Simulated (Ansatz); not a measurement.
Computed with frozen-core CCSD(T)/cc-pVTZ run with Ansatz (a first-principles code).

Ansatz 0.2 input:
```yaml
crystal:
  periodic: [false, false, false]
  atoms:
    - { symbol: Br, position_ang: [0.0, 0.0, 0.0] }
basis:
  gaussian: { orbitals: cc-pVTZ }
correlation:
  method: ccsd_t
magnetization:
  spin_polarized: true
  initial_magnetization: 1
```

Output:

```
Functional definition: HF
276 factors; integrals over basis functions are off by at most 1.8e-4 eV
mean field evaluation 1: about -69999.6032 eV, gradient 5.1e0 eV
mean field evaluation 2: about -69999.6036 eV, gradient 5.1e0 eV
mean field evaluation 4: about -69999.7946 eV, gradient 5.2e-1 eV
mean field evaluation 8: about -69999.7968 eV, gradient 1.1e-3 eV
mean field evaluation 16: about -69999.7950 eV, gradient 5.3e-1 eV
mean field evaluation 32: about -69999.7968 eV, gradient 4.2e-3 eV
mean field evaluation 64: about -69999.7968 eV, gradient 7.5e-4 eV
mean field -69999.79681619 eV, -2572.4450854287 hartree, gradient 4.6e-7 eV, S^2 0.758700; 4 other end points of the search recorded, 0 dependent functions left out
9 core orbitals not correlated
reference -69999.79681619 eV, -2572.4450854287 hartree; 9, 8 occupied and 25, 26 virtual orbitals, 276 factors
second order -5.28897282 eV of doubles, -0.00000000 eV of singles
cycle   1  -5.56230103 eV  change   -2.7e-1 eV  update   4.0e-2
cycle   2  -5.70632622 eV  change   -1.4e-1 eV  update   1.2e-2
cycle   3  -5.70906062 eV  change   -2.7e-3 eV  update   3.1e-3
cycle   4  -5.70984639 eV  change   -7.9e-4 eV  update   7.8e-4
cycle   5  -5.70970725 eV  change    1.4e-4 eV  update   1.6e-4
cycle   6  -5.70970002 eV  change    7.2e-6 eV  update   4.7e-5
cycle   7  -5.70971607 eV  change   -1.6e-5 eV  update   1.3e-5
perturbative correction -0.17067464 eV, -0.0062721772 hartree
Total energy: -70005.67720690 eV, -2572.6611858012 hartree
```

Cost: about 2.5 core-seconds (a rough figure).
